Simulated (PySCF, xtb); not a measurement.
SeCl3, SMILES Cl[Se](Cl)Cl, multiplicity 2.

Harmonic wavenumbers (cm⁻¹) from xtb with GFN2-xTB at its own minimum, in rising order: 100, 106, 161, 225, 280, 381.

### Question
What does B3LYP-D3(BJ)/def2-SVP (PySCF) give at its own minimum? (An estimate is asked for; the answer gives what the named calculation found.)

### Answer
73, 116, 146, 281, 292, 389. Paired by order, the mean absolute difference is 22 cm⁻¹ and the zero-point energies are 1.8 and 1.9 kcal/mol.
